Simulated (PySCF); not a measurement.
Isomers of C4H10OSSi2, mass 161.999 u with the commonest isotopes. The calculation used PBE0/pcSseg-1 in PySCF (dipole) on a GFN2-xTB geometry, gas phase. One conformer each, none proved a minimum here; rigid rotors.

Question: Order these by rotational constant C, smallest first.
A. `[CH3:1][SiH2:2][C:3]#[C:4][Si@H:5]([OH:6])[S:7][CH3:8]` with C4–Si5–O6–H -83°, C4–Si5–S7–C8 -53°
B. `[CH3:1][C:2](=[S:3])[Si@H:4]1[CH2:5][CH2:6][SiH2:7][O:8]1` with C1–C2–Si4–C5 -90°, C2–Si4–C5–C6 143°, Si4–C5–C6–Si7 -30°, C5–C6–Si7–O8 21°, C6–Si7–O8–Si4 -1°
C. `[CH3:1][S:2][Si@@H:3]([OH:4])[C:5]#[C:6][CH2:7][SiH3:8]` with C1–S2–Si3–O4 -176°, S2–Si3–O4–H 27°
D. `[CH:1]#[C:2][Si@H:3]([OH:4])[S:5][CH2:6][SiH2:7][CH3:8]` with C2–Si3–O4–H -83°, C2–Si3–S5–C6 -56°, Si3–S5–C6–Si7 -178°, S5–C6–Si7–C8 -65°

Answer: A (426.7 MHz), C (460.3 MHz), D (504.7 MHz), B (611.2 MHz).

Question: Order these by rotational constant A, smallest first.
A. `[CH3:1][C:2](=[S:3])[Si@H:4]1[CH2:5][CH2:6][SiH2:7][O:8]1` with C1–C2–Si4–C5 -90°, C2–Si4–C5–C6 143°, Si4–C5–C6–Si7 -30°, C5–C6–Si7–O8 21°, C6–Si7–O8–Si4 -1°
B. `[CH3:1][SiH2:2][C:3]#[C:4][Si@H:5]([OH:6])[S:7][CH3:8]` with C4–Si5–O6–H -83°, C4–Si5–S7–C8 -53°
C. `[CH:1]#[C:2][Si@H:3]([OH:4])[S:5][CH2:6][SiH2:7][CH3:8]` with C2–Si3–O4–H -83°, C2–Si3–S5–C6 -56°, Si3–S5–C6–Si7 -178°, S5–C6–Si7–C8 -65°
D. `[CH3:1][S:2][Si@@H:3]([OH:4])[C:5]#[C:6][CH2:7][SiH3:8]` with C1–S2–Si3–O4 -176°, S2–Si3–O4–H 27°

Answer: D (1726 MHz), B (1826 MHz), C (1990 MHz), A (2657 MHz).

Question: Order these by rotational constant B, smallest first.
A. `[CH3:1][C:2](=[S:3])[Si@H:4]1[CH2:5][CH2:6][SiH2:7][O:8]1` with C1–C2–Si4–C5 -90°, C2–Si4–C5–C6 143°, Si4–C5–C6–Si7 -30°, C5–C6–Si7–O8 21°, C6–Si7–O8–Si4 -1°
B. `[CH3:1][SiH2:2][C:3]#[C:4][Si@H:5]([OH:6])[S:7][CH3:8]` with C4–Si5–O6–H -83°, C4–Si5–S7–C8 -53°
C. `[CH:1]#[C:2][Si@H:3]([OH:4])[S:5][CH2:6][SiH2:7][CH3:8]` with C2–Si3–O4–H -83°, C2–Si3–S5–C6 -56°, Si3–S5–C6–Si7 -178°, S5–C6–Si7–C8 -65°

Answer: B (491.2 MHz), C (577.8 MHz), A (689.9 MHz).

```
                 SMILES  point group  Ia (u·Å²)  Ib (u·Å²)  Ic (u·Å²)      κ  μa (D)  μb (D)  μc (D)
  C#C[Si@H](O)SC[SiH2]C           C1     254.02     874.66    1001.44  -0.90    0.73    1.72    0.71
CC(=S)[Si@H]1CC[SiH2]O1           C1     190.19     732.54     826.88  -0.92    2.45    0.00    1.37
  C[SiH2]C#C[Si@H](O)SC           C1     276.80    1028.81    1184.41  -0.91    1.85    0.82    0.58
 CS[Si@@H](O)C#CC[SiH3]           C1     292.77     883.88    1097.99  -0.82    2.89    0.35    0.01
```
